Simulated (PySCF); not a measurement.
## What went wrong, or what changed?

The sound run of OsO3(H2O) (triplet) uses PySCF 2.14.0, UKS TPSS, Os def2-SVP with ECP60, O def2-SVP, H def2-SVP; non-relativistic Hamiltonian with scalar-relativistic core potentials where named; density fitting; no spin-orbit coupling, grid (50, 194), threshold 1e-8 and 55 cycles at the relaxed geometry. This run, with dm0 from free metal ions and neutral atoms, differs:

```python
mol = gto.M(atom='''
Os    -0.11679    -0.22475     0.22475
O      0.72133     1.18062     0.87588
O     -0.77408    -1.34822     1.34822
O      0.72133    -0.87588    -1.18062
O     -0.85552     1.32122    -1.32122
H     -1.37548     2.05786    -0.94386
H     -1.37548     0.94386    -2.05786''',
    basis={'Os': 'def2-SVP', 'O': 'def2-SVP', 'H': 'def2-SVP'},
    ecp={'Os': 'def2-SVP'},
    charge=5, spin=2)
mf = dft.UKS(mol, xc='TPSS')
mf.grids.atom_grid = (50, 194)
mf = mf.density_fit()  # fitting sets: Os def2-universal-JKFIT, O def2-universal-JKFIT, H def2-universal-JKFIT
mf.conv_tol = 1e-08; mf.max_cycle = 85
mf.kernel(dm0)
```

What was changed, and how did it end?

The charge was changed. The program refused it. The cycle limit differs too. These settings are unsound on purpose: the numbers aren't the compound's.
```
RuntimeError: Electron number 45 and spin 2 are not consistent
Note mol.spin = 2S = Nalpha - Nbeta, not 2S+1
```

Run from Python with OMP_NUM_THREADS=2; the lines above give its settings.

The relaxed state isn't the lowest spin state tried at its geometry. No frequency check is given that shows the relaxed geometry to be a minimum. Open shells may have lower solutions than the one found.
